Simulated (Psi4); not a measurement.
Cl$_{2}$Ni, septet, at a GFN2-xTB geometry of the parent state (such geometries of metal compounds can be far from the true shape) (another spin typed on purpose, not shown lowest).

Psi4 was given this input:
```
memory 2 GB

molecule mol {
0 7
Ni    0.000000    0.000000    0.000000
Cl    0.000000    0.000000    1.934826
Cl   -0.000000   -0.000000   -1.934826
}

set {
  basis aug-cc-pvdz
  reference uks
}

energy('b3lyp')
print_variables()
```

**Question.** What does this run give for the dipole moment, total energy, <S^2>, nuclear repulsion energy, number of basis functions?

**Answer.** 
The dipole moment is 0.00 D, the total energy comes out as -2428.421488 Ha and the <S^2> is 12.009. The nuclear repulsion energy is 299.8941 Eh and the number of basis functions is 113.

These values belong to the state on which the SCF converged, which isn't shown to be the lowest.
